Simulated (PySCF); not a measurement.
C4H12OSi.
Bonds: C1–C2, C2–C3, C3–C4, C4–O5, O5–Si6. Hydrogens: H7, H8, H9 on C1; H10, H11 on C2; H12, H13 on C3; H14, H15 on C4; H16, H17, H18 on Si6.

The same species was optimised twice, with GFN2-xTB and with PBE0-D3(BJ)/def2-SVP (PySCF), and the same property calculations (PySCF, gas phase) were run on both structures.

```
      coordinate  GFN2-xTB  PBE0-D3(BJ)/def2-SVP  change
      O5–Si6 (Å)     1.616                 1.663  +0.047
       C3–C4 (Å)     1.526                 1.514  -0.012
       C4–O5 (Å)     1.397                 1.409  +0.012
       C2–C3 (Å)     1.527                 1.522  -0.005
       C1–C2 (Å)     1.523                 1.520  -0.003
   C4–O5–Si6 (°)     129.9                 124.0    -5.9
    C2–C3–C4 (°)     111.8                 113.5    +1.7
    C1–C2–C3 (°)     111.8                 113.3    +1.5
    C3–C4–O5 (°)     109.9                 109.7    -0.2
 C1–C2–C3–C4 (°)       179                   177      -2
 C2–C3–C4–O5 (°)       -64                   -62      +2
C3–C4–O5–Si6 (°)       173                   172      -1
```

Rotational constants: A = 8015, B = 1056, C = 985.4 MHz (GFN2-xTB) against A = 8132, B = 1038, C = 972.1 MHz (PBE0-D3(BJ)/def2-SVP). Point groups within 0.08 Å: C1 and C1.

On the GFN2-xTB structure: lowest singlet, TDDFT (eV) 7.10 [CAM-B3LYP/def2-SVPD]; lowest triplet, Tamm–Dancoff (eV) 6.79 [CAM-B3LYP/def2-SVPD]; isotropic polarisability (au) 79.7 [CAM-B3LYP/def2-SVPD]; HOMO (eV) -9.43 [CAM-B3LYP/def2-SVPD]; LUMO (eV) 1.13 [CAM-B3LYP/def2-SVPD]; dipole (D) 0.98 [CAM-B3LYP/def2-SVPD]; HOMO (eV) -7.98 [PBE0/pcSseg-1]; LUMO (eV) 0.51 [PBE0/pcSseg-1]; dipole (D) 0.98 [PBE0/pcSseg-1]; GIAO shielding of C1 (ppm) 170.0 [PBE0/pcSseg-1]; GIAO shielding of C2 (ppm) 162.4 [PBE0/pcSseg-1]; GIAO shielding of C3 (ppm) 147.3 [PBE0/pcSseg-1]; GIAO shielding of C4 (ppm) 118.0 [PBE0/pcSseg-1]; GIAO shielding of O5 (ppm) 319.7 [PBE0/pcSseg-1]; GIAO shielding of Si6 (ppm) 387.1 [PBE0/pcSseg-1].

**Question.** What do these properties become on the PBE0-D3(BJ)/def2-SVP structure?

**Answer.** 
```tsv
property	level	on GFN2-xTB	on PBE0-D3(BJ)/def2-SVP	change
lowest singlet, TDDFT (eV)	CAM-B3LYP/def2-SVPD	7.10	7.12	+0.02
lowest triplet, Tamm–Dancoff (eV)	CAM-B3LYP/def2-SVPD	6.79	6.80	+0.01
isotropic polarisability (au)	CAM-B3LYP/def2-SVPD	79.7	81.8	+2.1
HOMO (eV)	CAM-B3LYP/def2-SVPD	-9.43	-9.45	-0.02
LUMO (eV)	CAM-B3LYP/def2-SVPD	1.13	1.14	+0.01
dipole (D)	CAM-B3LYP/def2-SVPD	0.98	0.95	-0.03
energy, GFN2-xTB geometry as zero (kcal/mol)	CAM-B3LYP/def2-SVPD	0.0	-3.1	-3.1
HOMO (eV)	PBE0/pcSseg-1	-7.98	-8.00	-0.02
LUMO (eV)	PBE0/pcSseg-1	0.51	0.54	+0.03
dipole (D)	PBE0/pcSseg-1	0.98	0.97	-0.01
energy, GFN2-xTB geometry as zero (kcal/mol)	PBE0/pcSseg-1	0.0	-2.9	-2.9
GIAO shielding of C1 (ppm)	PBE0/pcSseg-1	170.0	168.1	-1.9
GIAO shielding of C2 (ppm)	PBE0/pcSseg-1	162.4	162.1	-0.3
GIAO shielding of C3 (ppm)	PBE0/pcSseg-1	147.3	146.8	-0.5
GIAO shielding of C4 (ppm)	PBE0/pcSseg-1	118.0	116.3	-1.7
GIAO shielding of O5 (ppm)	PBE0/pcSseg-1	319.7	314.9	-4.8
GIAO shielding of Si6 (ppm)	PBE0/pcSseg-1	387.1	383.1	-4.0
```

The heavy atoms differ by 0.042 Å rms after alignment. Among bonds between heavy atoms O5–Si6 changes most (+0.047 Å). Changes are differences of the printed values. Neither structure is proved a minimum here.

Conformer computed: `[CH3:1][CH2:2][CH2:3][CH2:4][O:5][SiH3:6]`: C1–C2–C3–C4 177°, C2–C3–C4–O5 -62°, C3–C4–O5–Si6 172°.
